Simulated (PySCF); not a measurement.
Species: `F[C@]1([SiH3])CCCSC1`. The columns A, B, C and D hold Mulliken, IAO, Hirshfeld and ESP-fitted charges (e) of one PBE0/pcSseg-1 density (PySCF), in a shuffled order. Coordinates in Å (GFN2-xTB); the density's dipole moment is (-0.09, 0.71, 2.64) D.

| atom | x | y | z | A | B | C | D |
| --- | --- | --- | --- | --- | --- | --- | --- |
| F1 | -0.872 | 0.537 | -1.624 | -0.110 | -0.333 | -0.235 | -0.330 |
| C2 | -0.779 | 0.056 | -0.309 | +0.019 | +0.065 | +0.299 | -0.172 |
| Si3 | -2.568 | 0.212 | 0.406 | +0.307 | +0.587 | +0.239 | +0.529 |
| C4 | 0.219 | 0.938 | 0.438 | -0.082 | -0.271 | -0.223 | -0.180 |
| C5 | 1.627 | 0.890 | -0.158 | -0.075 | -0.260 | +0.167 | -0.185 |
| C6 | 2.228 | -0.502 | -0.070 | -0.074 | -0.340 | -0.381 | -0.331 |
| S7 | 1.300 | -1.663 | -1.118 | -0.016 | +0.068 | -0.145 | +0.013 |
| C8 | -0.340 | -1.397 | -0.363 | -0.090 | -0.360 | -0.495 | -0.270 |
| H9 | -2.536 | -0.269 | 1.788 | -0.075 | -0.122 | -0.081 | -0.080 |
| H10 | -2.918 | 1.627 | 0.344 | -0.068 | -0.105 | -0.053 | -0.074 |
| H11 | -3.442 | -0.607 | -0.426 | -0.068 | -0.106 | -0.060 | -0.073 |
| H12 | 0.245 | 0.615 | 1.482 | +0.041 | +0.133 | +0.100 | +0.119 |
| H13 | -0.143 | 1.968 | 0.411 | +0.042 | +0.144 | +0.059 | +0.139 |
| H14 | 1.583 | 1.196 | -1.205 | +0.035 | +0.152 | +0.038 | +0.144 |
| H15 | 2.268 | 1.594 | 0.379 | +0.043 | +0.139 | -0.005 | +0.126 |
| H16 | 3.250 | -0.518 | -0.445 | +0.049 | +0.161 | +0.194 | +0.161 |
| H17 | 2.214 | -0.880 | 0.955 | +0.036 | +0.137 | +0.150 | +0.143 |
| H18 | -0.318 | -1.807 | 0.648 | +0.041 | +0.147 | +0.185 | +0.151 |
| H19 | -1.027 | -1.980 | -0.974 | +0.046 | +0.164 | +0.246 | +0.170 |

**Question.** Which column most likely holds the ESP-fitted charges?

**Answer.** C. Σ q r misses the density's dipole by 0.09 D (C), 1.34 D (B), 1.63 D (A), 1.67 D (D). Charges fitted to the outside potential are the only set here that is tied to the molecule's multipoles.

**Question.** And the Hirshfeld charges?

**Answer.** A. The mean sizes are 0.069 e (A), 0.177 e (C), 0.178 e (D), 0.200 e (B), and Hirshfeld charges are commonly the smallest of these schemes.

As computed, A = Hirshfeld, B = IAO, C = ESP-fitted, D = Mulliken. Hydrogens on carbon: Hirshfeld +0.03 to +0.05, IAO +0.13 to +0.16, ESP-fitted -0.01 to +0.25, Mulliken +0.12 to +0.17 e.

The Hirshfeld scheme weights the molecular density at each point by an atom's share of the summed free-atom densities. The ESP scheme is a least-squares fit of atom-centred charges to the potential on four shells outside the van der Waals surface, with the total charge fixed.

Isolated species at its GFN2-xTB geometry (one conformer only).
